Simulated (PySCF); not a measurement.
CH8BNO.
Atom-mapped SMILES: `[CH3:1][O:2][BH2-:3][NH3+:4]` (hydrogens: H5, H6, H7 on C1; H8, H9 on B3; H10, H11, H12 on N4)

Geometry (PBE0-D3(BJ)/def2-SVP, Å), atoms numbered from 1 in this order:
```xyz
12
CH8BNO angstrom
C      1.4919   -0.3552   -0.1621
O      0.5576   -0.8542   -1.0546
B     -0.6657   -1.3739   -0.5470
N     -1.7000   -0.0505   -0.3764
H      2.4422   -0.1626   -0.6880
H      1.6975   -1.0560    0.6708
H      1.1868    0.6106    0.3023
H     -1.2632   -2.0623   -1.3679
H     -0.6250   -1.8504    0.5909
H     -2.6461   -0.3547   -0.1462
H     -1.7270    0.4544   -1.2635
H     -1.3879    0.5988    0.3467
```

Computed, not measured: TDDFT CAM-B3LYP/def2-SVPD, vertical, gas phase, core orbitals frozen in the response (PySCF).

Computed states:

```tsv
state	E (eV)	f
S1	6.09	0.022
S2	6.34	0.0068
S3	7.42	0.067
S4	7.68	0.0042
S5	7.71	0.0084
S6	7.94	0.036
S7	7.98	0.043
S8	8.05	0.014
S9	8.16	0.023
S10	8.38	0.010
```

Broadening: Gaussians 0.5 eV wide at half height, area fixed by f = 4.319×10⁻⁹ ∫ε dν̃. The width is an assumption, not a result. The curve ends short of the highest state used, and states not computed would add to its high-energy end.

Task: Give the broadened spectrum and its maxima.

Result: 
(E (eV), ε (L mol⁻¹ cm⁻¹)): (5.34, 2), (5.41, 7), (5.48, 19), (5.55, 46), (5.62, 101), (5.69, 201), (5.76, 357), (5.83, 572), (5.90, 827), (5.97, 1080), (6.04, 1279), (6.11, 1377), (6.18, 1356), (6.25, 1227), (6.32, 1026), (6.39, 797), (6.46, 577), (6.53, 389), (6.60, 245), (6.67, 147), (6.74, 96), (6.81, 94), (6.88, 157), (6.94, 286), (7.01, 561), (7.08, 1007), (7.15, 1630), (7.22, 2379), (7.29, 3135), (7.36, 3756), (7.43, 4135), (7.50, 4268), (7.57, 4269), (7.64, 4317), (7.71, 4561), (7.78, 5033)

Maxima: 202 nm (6.13 eV), ε about 1400, made up of S1 (84%) and S2 (16%); 165 nm (7.53 eV), ε about 4300, made up of S3 (75%) (hardly more than a shoulder) (ε in L mol⁻¹ cm⁻¹; maxima over ε = 5, shares over 10%). At its high-energy end, 7.78 eV, the curve is still rising (ε about 5000, from S3, S6 and S7).

Task: What would ε be at 7.53 eV, the highest of these maxima, with half the width (0.25 eV)?

Result: About 4710 L mol⁻¹ cm⁻¹ against 4270, a factor of about 1.1; a lone state at its own centre would give exactly 2.

Task: On this curve, what absorbance would a 10⁻⁴ mol/L sample give at 193 nm over a 1 cm path?

Result: 193 nm is 6.424 eV, where ε is about 690 L mol⁻¹ cm⁻¹, so A = ε c l ≈ 0.069 (Beer–Lambert, with the gas-phase spectrum and the assumed width).

Task: Coming from long wavelengths, where does ε first pass 100 L mol⁻¹ cm⁻¹?

Result: At about 221 nm (5.62 eV), 0.47 eV below S1.

The vertical ionisation energy (ΔSCF) is 9.41 eV, 1.03 eV above S10.

One conformer stands for the species.
